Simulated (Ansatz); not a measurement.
Geometry optimisation, RKS PBE0-D4/def2-SVP in Ansatz.

The input (input.yaml):

```yaml
crystal:
  periodic: [false, false, false]
  atoms:
    - { symbol: Ti, position_ang: [-0.449834, 0.0, -0.448752] }
    - { symbol: Cl, position_ang: [0.068738, 0.0, 3.088691] }
    - { symbol: F, position_ang: [1.168278, 0.0, 0.127608] }
    - { symbol: F, position_ang: [-0.641453, 1.389399, -1.440266] }
    - { symbol: F, position_ang: [-0.641453, -1.389399, -1.440266] }
    - { symbol: F, position_ang: [-1.790315, 0.0, 0.738743] }
    - { symbol: H, position_ang: [-1.225661, 0.0, 2.782041] }
basis:
  gaussian: { orbitals: def2-SVP }
hamiltonian:
  xc: pbe0
  dispersion: d4
relax:
  f_tol: 0.03
  max_steps: 50
```

Run as:

```bash
$ ansatz run input.yaml --threads 4 --pin off --max-ram 5120MiB --backend cpu --events-out ev --progress --plain --runs-dir out
```

Task: Where does it end, and by what steps?

Result: The forces met the threshold. After 7 steps the energy has fallen by 0.104 eV; Cl2 moved furthest, 0.43 Å.

```tsv
step	energy less start (eV)	largest force component (eV/Å)	accepted
0	0.0000	1.191	yes
1	-0.0530	0.998	yes
2	-0.0889	0.323	yes
3	-0.1022	0.137	yes
4	-0.1032	0.103	yes
5	-0.1039	0.084	yes
6	-0.1039	0.081	yes
7	-0.1041	0.010	yes
```

```xyz
7
Properties=species:S:1:pos:R:3
Ti -0.465 0.000 -0.557
Cl -0.062 -0.002 3.494
F 1.136 0.001 0.069
F -0.695 1.404 -1.528
F -0.694 -1.405 -1.526
F -1.637 0.001 0.733
H -1.095 0.000 2.724
```

The run took 18 s on 4 threads of Arm Neoverse V1 (shared host), peak memory 0.29 GiB.
